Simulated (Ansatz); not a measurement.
`C[N](C)[Hf]([F])([F])[F]` + `[F][GaH][Br]` → `[F][Hf]([F])([F])[F]` + `C[N](C)[GaH][Br]`  (redistribution)

Computed with Ansatz on PBE0-D4/def2-TZVP structures; ΔE is electronic, products minus reactants. CCSD(T)/CBS is the MP2 limit (def2-TZVPP, def2-QZVPP) plus CCSD(T) − MP2 in def2-TZVPP, frozen cores. DFT in def2-TZVPP. B3LYP here is the variant with VWN-RPA as its local correlation; programs differ in this. HSE06 is defined as in plane-wave codes. Elements past krypton have def2 core potentials. For Br, Ga, Hf outer-core shells are correlated without core-valence functions, which leaves a few kJ/mol of doubt a bond. Scalar relativity is left out up to krypton. Each species was taken in one conformer, which may not be the lowest.

```tsv
level	ΔE (kJ/mol)
LDA (SPW92)	-78.5
B97M-V	-71.4
HSE06-D4	-72.0
B3LYP	-67.9
LC-ωPBE	-76.9
HF/def2-TZVPP	-63.3
SCS-MP2/def2-QZVPP	-71.6
HF/CBS(def2)	-63.7
```

**Question.** What does CCSD(T)/CBS give? (An estimate is asked.)

**Answer.** Ansatz gave: -76.3 kJ/mol. The listed levels differ from it by -2.2, 4.9, 4.3, 8.4, -0.6, 13.0, 4.7, 12.6 kJ/mol.

Largest T1 diagnostic among the species: 0.016.

At CCSD(T), def2-SVP lies +8.1 kJ/mol from the extrapolated value and def2-TZVPP +6.8 kJ/mol. In def2-TZVPP, CCSD(T) changes the Hartree–Fock value by −6.3 kJ/mol (the triples alone add −0.9 kJ/mol) and MP2 by −7.0 kJ/mol.
